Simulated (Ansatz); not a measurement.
CH₃B₂Cl₂N (`ClB(Cl)B1CN1`). The species carries charge 0 and has multiplicity 1.

```
atom   x (Å)   y (Å)   z (Å)
 Cl1   1.529   0.921   2.489
  B2   1.042  -0.355   1.399
 Cl3   1.729  -1.948   1.618
  B4  -0.004  -0.050   0.153
  C5  -0.314   0.387  -1.332
  N6  -1.266   0.000  -0.309
  H7  -0.163  -0.307  -2.158
  H8  -0.290   1.438  -1.618
  H9  -2.262  -0.086  -0.242
```

(1) List the harmonic frequencies (cm⁻¹, unscaled) at PBE0-D4/def2-TZVP in Ansatz. (Estimate.)

(2) Is this a minimum?

(3) Give the ideal-gas thermochemistry at 298.15 K and 1 bar (rigid rotor, harmonic oscillator; point group Cs, symmetry number 1).

(4) And at 400, 500, 600, 800 and 1000 K?

(5) Rotational constants (cm⁻¹)?

Results:

(1) Computed: 36, 87, 145, 207, 229, 409, 470, 509, 811, 916, 934, 956, 1004, 1030, 1139, 1160, 1498, 1632, 3077, 3154, 3681.

(2) Yes, all 21 modes are real.

(3) Zero-point energy 138.1 kJ/mol; H(298) − E = 159.7 kJ/mol; entropy 368.5 J/(mol·K), of which translation 168.7, rotation 120.2, vibration 79.6; G(298) − E = 49.8 kJ/mol. Modes under 100 cm⁻¹ are hindered rotations or soft bends, so the harmonic entropy is rough.

(4) 
| T (K) | H − E (kJ/mol) | S (J/mol/K) | G − E (kJ/mol) |
| --- | --- | --- | --- |
| 400 | 171.1 | 401.5 | 10.5 |
| 500 | 183.9 | 430.0 | -31.1 |
| 600 | 198.0 | 455.6 | -75.4 |
| 800 | 228.7 | 499.7 | -171.1 |
| 1000 | 262.0 | 536.8 | -274.8 |

(5) 0.09361, 0.04837, 0.03428.
